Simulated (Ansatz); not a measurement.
System: H₃SiNO, charge 0, singlet. H3SiNO (SMILES N[Si]O).
B3LYP-D3(BJ)/def2-TZVP minimum from Ansatz (an electronic-structure program):
```
N
H 1 1.0095
H 1 1.0117 2 111.46
Si 1 1.7229 2 120.46 3 180.00
O 4 1.6622 1 102.73 2 180.00
H 5 0.9636 4 122.36 1 0.00
```
Charge 0, spin multiplicity 1.

Hartree-Fock and MP2 correlation energies in hartree (Ansatz). Radicals and triplets start from unrestricted determinants; spin-orbit coupling is neglected. Cores are frozen in correlated methods. No relativity.

| basis | X | E(HF) | E(corr, MP2) |
|---|---|---|---|
| cc-pV(T+d)Z | 3 | -420.11256 | -0.56081 |
| cc-pV(Q+d)Z | 4 | -420.12716 | -0.60360 |
| cc-pV(5+d)Z | 5 | -420.13064 | withheld |

Problem. Fit E(corr) = E∞ + A/X³ to X = 3 and 4, predict X = 5, and compare with the run.

Solution. A = (-0.56081 - (-0.60360))/(1/27 - 1/64) = 1.9984; E∞ = -0.60360 - A/64 = -0.63483; at X = 5, E∞ + A/125 = -0.61884. The run gave -0.62116, 2.32 mEh below the prediction. The same form on X = 4 and 5 gives E∞ = -0.63958, 4.76 mEh below the first estimate.
